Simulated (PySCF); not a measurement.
SMILES CC[SiH2]c1cccs1 (C₆H₁₀SSi) at its GFN2-xTB optimised geometry (Å):

```
18

C     -1.6068    -3.3392    -0.0650
C     -0.6912    -2.1224    -0.0521
Si    -1.6694    -0.4945     0.0016
C     -0.4540     0.9311     0.0000
C      0.9103     0.9311     0.0000
C      1.4830     2.2204     0.0000
C      0.5438     3.2004     0.0001
S     -1.0508     2.5602     0.0006
H     -2.2585    -3.3186    -0.9353
H     -1.0306    -4.2630    -0.0932
H     -2.2332    -3.3564     0.8237
H     -0.0543    -2.1492    -0.9380
H     -0.0261    -2.1893     0.8106
H     -2.4878    -0.4252     1.2204
H     -2.5424    -0.3788    -1.1747
H      1.4908     0.0253    -0.0001
H      2.5424     2.4075    -0.0002
H      0.6860     4.2630    -0.0004
```

Calculation: PySCF with CAM-B3LYP/def2-SVP. Cells within 0.4 Å of a nucleus heavier than hydrogen are left out (blank, or x).

Map of the Laplacian of the electron density (e/bohr⁵), clipped to [-1.50, 1.50] on the plane z = 0.0 Å:

```
|5555555555555555555555555|
|5555555555555555555555555|
|5555555555555555555555555|
|5555555555555555555555555|
|5555555555555055555555555|
|5555555555555155555555555|
|5555555554443x45555555555|
|5555555556x94424445555555|
|5555555554x5559x245555555|
|5555555555445634555555555|
|55555555555x2xx5555555555|
|55555555554x4434555555555|
|5555555579555540555555555|
|555555559x955555555555555|
|5555555569455555555555555|
|5555555554345555555555555|
|5555555555xx5555555555555|
|5555555554355555555555555|
|555555554x455555555555555|
|5555555554355555555555555|
|5555555555055555555555555|
|5555555555555555555555555|
|5555555555555555555555555|
|5555555555555555555555555|
|5555555555555555555555555|
```
Scale: ten equal steps from -1.50 (start of '0') to 1.50 (end of '9'), in the order '0123456789'; x runs from -6.50 to 6.50, y from -6.50 (bottom) to 6.50 (top).
